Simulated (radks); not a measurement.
Task: Ta46+, configuration [Ar] 3d9 (the NIST ground configuration). Method: non-relativistic Kohn-Sham, TPSS, spin-polarised, spherical densities, point nucleus; open shells are filled with parallel spins first (spin-orbit coupling, left out, can overturn this in heavy ions); meta-GGA in the generalised Kohn-Sham scheme; relativity is left out, which matters for an element this heavy; computed with a radial shooting solver on a logarithmic mesh with Libxc functionals. Some entries of the table are withheld. Estimate them.

| orbital | occ. | eigenvalue (eV) | r(max) (bohr) | <r> (bohr) |
|---|---|---|---|---|
| 1s down | 1 | -64408.25 | 0.01377 | 0.02075 |
| 1s up | 1 | -64408.24 | 0.01377 | 0.02075 |
| 2s up | 1 | -12509.26 | 0.07490 | 0.08746 |
| 2s down | 1 | -12505.06 | 0.07488 | 0.08744 |
| 2p up | 3 | -12090.09 | 0.05818 | 0.07400 |
| 2p down | 3 | -12087.05 | 0.05817 | 0.07398 |
| 3s up | 1 | -4501.545 | 0.2030 | 0.2166 |
| 3s down | 1 | -4497.420 | 0.2030 | 0.2167 |
| 3p up | 3 | -4315.000 | 0.1910 | 0.2063 |
| 3p down | 3 | -4310.416 | 0.1911 | 0.2064 |
| 3d up | 5 | -3980.058 | 0.1502 | (1) |
| 3d down | 4 | -3974.051 | 0.1503 | (2) |
| 4s up | 0 | -2283.043 | 0.4168 | 0.4173 |
| 4s down | 0 | -2281.702 | 0.4170 | 0.4175 |
| 4p up | 0 | -2202.243 | (3) | 0.4121 |
| 4p down | 0 | -2200.783 | (4) | 0.4123 |

Result: 
(1) 3d up <r> (bohr): 0.1800
(2) 3d down <r> (bohr): 0.1802
(3) 4p up r(max) (bohr): 0.4111
(4) 4p down r(max) (bohr): 0.4114
